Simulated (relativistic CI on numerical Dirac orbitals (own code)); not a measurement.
## Ni³⁺ in a cubic cluster: 2p photoemission with charge transfer

Computed with a charge-transfer multiplet model of a cubic metal-ligand cluster with up to 3 ligand holes, Slater and spin-orbit integrals from Dirac-Coulomb-Breit ions, Slater integrals scaled by 0.7. The ground state mixes d7 with configurations of k ligand holes L, whose averages lie at kΔ + k(k − 1)U_dd/2; a core hole lowers each added d electron by U_cd. 20 K, Lorentzian 0.6 eV and Gaussian 0.8 eV FWHM.

Atomic integrals in eV (Slater integrals scaled, ζ unscaled), ground: F2dd 9.255, F4dd 5.778, zeta_d 0.089; with the core hole: F2dd 10.444, F4dd 6.555, zeta_d 0.124, zeta_core 11.400, F2cd 6.313, G1cd 4.879, G3cd 2.777.

Cluster parameters (eV): U_dd = 6.1, U_cd = 7.8, 10Dq = 1.8, 10Dq(ligand) = 0.4, V(eg) = 2.6, V(t2g) = -1.4, final-state hopping factor = 0.9.

```
       Case   n_d    d7   d8L  d9L2  d10L3     S
Δ = -2.8 eV  8.03  0.19  0.61  0.20   0.01  0.50
Δ = -1.8 eV  7.93  0.24  0.60  0.15   0.01  0.50
Δ = -0.8 eV  7.82  0.30  0.58  0.12   0.00  0.51
 Δ = 1.2 eV  7.62  0.45  0.49  0.07   0.00  0.51
 Δ = 2.2 eV  7.53  0.52  0.43  0.05   0.00  0.52
```

Weights, n_d and S are thermal averages at 20 K. Binding energies count from the first peak over 30 % of the highest in each spectrum, which can be another peak from case to case. The parameters are a model scan and need not match a compound or its usual spin state. Peaks in eV (height, largest 100):
- Δ = -2.8 eV: 0.0 (100), 7.3 (37), 12.8 (8), 17.5 (51), 24.7 (21), 29.9 (5)
- Δ = -1.8 eV: 0.0 (100), 7.3 (34), 13.0 (8), 17.5 (53), 24.7 (19)
- Δ = -0.8 eV: 0.0 (100), 7.2 (31), 13.4 (8), 17.6 (54), 24.7 (17)
- Δ = 1.2 eV: 0.0 (100), 7.3 (32), 13.5 (8), 17.6 (54), 24.9 (16), 31.3 (5)
- Δ = 2.2 eV: 0.0 (100), 7.5 (34), 12.8 (7), 14.0 (7), 17.7 (53), 25.1 (17)

For the case Δ = -0.8 eV, Δ = -0.8 eV is smaller than U_dd = 6.1 eV, the charge-transfer side of the Zaanen-Sawatzky-Allen scheme (negative Δ: between configuration averages a ligand hole costs less than the nominal valence; multiplet and field energies can change this for the lowest states). With the core hole the configuration with one ligand hole lies at Δ − U_cd = -10.6, -9.6, -8.6, -6.6, -5.6 eV from the one without, in the order of the table; where this is negative the screened configuration lies lower.
